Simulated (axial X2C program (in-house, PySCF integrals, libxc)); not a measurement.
AgP⁺: from the spin-free to the two-component result

Calculated with an in-house relativistic program for diatomic molecules. Spin-free means the one-electron spin-free X2C Hamiltonian; two-component (2c) means X2C with spin–orbit coupling and atomic mean-field two-electron Coulomb and Gaunt terms, so the difference of the two also holds small scalar two-electron terms. Basis: Ag dyall-cv3z [12s12p8d5f3g], P dyall-v3z [8s7p2d1f] (cores contracted in-house); Gaussian nuclei, density fitting, unrestricted open shells. Masses: Ag 106.905 u, P 30.974 u.

Spin-free state: M_S = 3/2, Λ = 0 (beyond evenly filled blocks: σα, π+α, π-α); fragments Ag+ + P.

```
    level  Re (Å)  ωe (cm⁻¹)  De (eV)  μ (D)
     PBE0   2.461      207.6    1.038   0.28
       HF   2.844      125.4    0.374  -0.53
      MP2   2.493      195.7    0.855    n/a
     CCSD   2.564      179.4    0.796    n/a
  CCSD(T)   2.531      187.5      n/a    n/a
BHandHLYP   2.563      178.2    0.830   0.24
```

Correlated methods: 15 electrons correlated (number of frozen shells: Ag 4 s, 3 p, 1 d; P 2 s, 1 p), 249 virtual spin orbitals or spinors in MP2, 89 natural virtuals in coupled cluster.

Dipoles are positive if P is the positive end and refer to the centre of mass.

Two-component determinant lowest at the distance of the search:

Ω = 3/2 (⟨Sz⟩ = 1.50, ⟨Lz⟩ = 0.00 at HF); fragments Ag+ + P.

```tsv
level	Re (Å)	ωe (cm⁻¹)	De (eV)	μ (D)
PBE0	2.461	207.4	1.038	0.28
HF	2.845	125.3	0.374	-0.53
MP2	2.495	195.3	0.854	n/a
CCSD	2.565	179.1	0.786	n/a
CCSD(T)	2.533	187.2	n/a	n/a
BHandHLYP	2.564	178.0	0.829	0.24
```

Q: From the two tables, how do the constants change at the CCSD(T) level (2c against spin-free)?

A: At the CCSD(T) level Re goes up by 0.002 Å and ωe goes down by 0.3 cm⁻¹.

The state is a single determinant with fixed occupations, the lowest that a limited PBE0 search found. De is counted from the lowest determinant-based energies of the atoms at the same level, without counterpoise correction. De is not given where an atomic determinant may have missed its ground term or J level, or where the truncated virtual space spoils (T). Density functionals use the spin component along the axis (collinear). Coupled cluster ran in a truncated set of natural virtual spinors; the MP2 energy of the rest was added. (T) has no such correction and the atoms are truncated less, which lowers De at CCSD(T) by a hundredth of an eV or more. PBE0 can misorder states that lie within some tenths of an eV, so this need not be the ground state of the molecule. The nearest other spin-free determinant of the search, M_S = 1/2, Λ = 1, lies 0.61 eV up at the distance of the search. With several unpaired electrons one determinant need not be a pure state. This is the top spin component of a Σ state; components of lower Ω are not single determinants and can lie lower.
